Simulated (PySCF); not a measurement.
Computed IR spectrum (relative IR intensity) of a molecule C₅H₁₀Si. Coordinates come from a PBE-D3(BJ)/def2-SVP optimisation. The values are those of a single conformer. Computed with PBE-D3(BJ)/def2-SVP (PySCF 2.14.0). Frequencies are harmonic and unscaled.

Lines under 2 % of the strongest are left out, and lines within 2 cm⁻¹ are merged.

ν (cm⁻¹): 535 (w), 678 (w), 726 (m), 777 (s), 835 (w), 848 (m), 894 (m), 919 (s), 952 (vw), 985 (w), 1043 (m), 1115 (w), 1255 (vw), 1356 (vw), 1389 (vw), 1666 (w), 2146 (vs), 2159 (s), 2972 (vw), 2989 (w), 2994 (w), 3047 (w), 3067 (vw), 3077 (w), 3164 (w) (against the strongest line: vs over 80 %, s over 45 %, m over 15 %, w over 4 %, vw less)

Which structure fits?
A) C=C=C[SiH2]CC
B) C=C1C[SiH](C)C1
C) C[C@H]1C=CC[SiH2]1
D) C=CC1C[SiH2]C1

D, C=CC1C[SiH2]C1
